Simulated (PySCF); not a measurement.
**How methods differ on the ionisation energy of Ho+**

Ho+ [Xe] 4f11 6s1 (high-spin determinant) → Ho(2+) [Xe] 4f11 (high-spin determinant), as a difference of total energies. Computed with PySCF 2.14 in x2c-TZVPPall with one added diffuse shell each of s, p, d, f type (12s8p8d5f2g, 129 functions), with the spin-free X2C one-electron Hamiltonian (Gaussian nucleus). Correlated levels: valence: [Kr] 4d10 frozen; valence and next inner shell: [Ar] 3d10 frozen. The calculations carry no spin-orbit coupling.

```
                                method  ionisation energy (eV)
                                   UHF                  10.932
                                   LDA                  12.240
                                   PBE                  12.033
                                  PBE0                  11.798
                                r2SCAN                  11.762
                         MP2 (valence)                  11.820
                     SCS-MP2 (valence)                  11.638
    MP2 (valence and next inner shell)                  11.865
SCS-MP2 (valence and next inner shell)                  11.679
```

Q: How much does correlation contribute at MP2 (valence and next inner shell)?

A: 11.865 − (10.932) = 0.933 eV, measured against UHF.

Errors of the correlated levels include the incompleteness of this basis and the frozen core.

The determinant of Ho(2+) and of Ho+ mixes LS terms, which raises its energy above the lowest term, most at the Hartree-Fock and MP2 levels.

For comparison: 11.781 ± 0.02 eV (semi-empirical (NIST evaluation); NIST Atomic Spectra Database, ionization energies).
